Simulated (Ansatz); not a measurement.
Reactions of `C1OC[SiH2]1`.

Computed with Ansatz on PBE0-D4/def2-TZVP structures; ΔE is electronic, products minus reactants. CCSD(T)/CBS is the MP2 limit (def2-TZVPP, def2-QZVPP) plus CCSD(T) − MP2 in def2-TZVPP, frozen cores. This one scheme is used for every species, atoms too. Functionals use def2-TZVPP. B3LYP here is the variant with VWN-RPA as its local correlation; programs differ in this. No spin–orbit coupling; open shells (•) take unrestricted orbitals. Spin–orbit coupling would lower the free atoms: a little for C, O, Si. One conformer a species, not always the lowest.

```tsv
reaction	CCSD(T)/CBS(def2) (eV)
`C1OC[SiH2]1` → `C[SiH2]C=O`	-0.98
`C1OC[SiH2]1` → `CC(=O)[SiH3]`	-0.84
`C1OC[SiH2]1` → 2 C• + 6 H• + O• + Si•	?
`C1OC[SiH2]1` → `[SiH3]C1CO1`	0.17
```

(1) Fill in the missing values. (Estimate.)

Largest T1 diagnostic: 0.015, for `CC(=O)[SiH3]`.

## Answers

(1) Ansatz gave: `C1OC[SiH2]1` → 2 C• + 6 H• + O• + Si•: +37.41 eV.
